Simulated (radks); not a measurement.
Values are calculated unless marked as measured or tabulated.
Task: The mean radii <r> (bohr) of the occupied orbitals of an atom or ion are listed with their occupations. Code: a radial shooting solver on a logarithmic mesh with Libxc functionals. Model: Dirac Kohn-Sham, PBE, spin-unpolarised, spherical densities, finite nucleus; Fermi nuclear charge, rms radius of each element as measured or else 0.836 A^(1/3) + 0.57 fm.

orbital  occ.      <r>
1s1/2       2  0.03185
2s1/2       2   0.1379
2p1/2       2   0.1170
2p3/2       4   0.1220
3s1/2       2   0.3765
3p1/2       2   0.3680
3p3/2       4   0.3784
3d3/2       4   0.3500
3d5/2       6   0.3533
4s1/2       2   0.8446
4p1/2       2   0.8708
6d3/2       1    2.818

Name the element and its charge. Open shells, if any, fill j = l - 1/2 first.

Result: Z = 46, palladium, charge +13: Pd13+ in [Ar] 3d10 4s2 4p2 6d1. The 1s radius gives Z: for a bare nucleus <r> = (2 gamma + 1)/(2Z) with gamma = sqrt(1 - (Z/c)^2), 0.03135 bohr for Z = 46, and screening makes it slightly larger (0.03185 here). The occupations add up to 33, and the charge is Z minus that.
